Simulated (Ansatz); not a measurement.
Harmonic frequencies (cm⁻¹) at PBE0-D4/def2-TZVP from Ansatz: 43, 53, 54, 57, 58, 89, 98, 99, 113, 128, 164, 164, 211, 334, 334, 605, 605, 605, 917, 917, 918, 926, 927, 927, 1305, 1309, 1309, 1463, 1463, 1465, 1468, 1468, 1468, 3081, 3081, 3081, 3181, 3181, 3181, 3187, 3187, 3187.

Each molecule was computed in one conformer, which needn't be the lowest.

Q: Which molecule is it?
A. `[CH3][Ga]([CH3])[C]#N`
B. `C#[C][GaH][CH3]`
C. `C[CH2][Ga]([OH])[OH]`
D. `C[Se][Ga]([Se]C)[Se]C`

A: D.
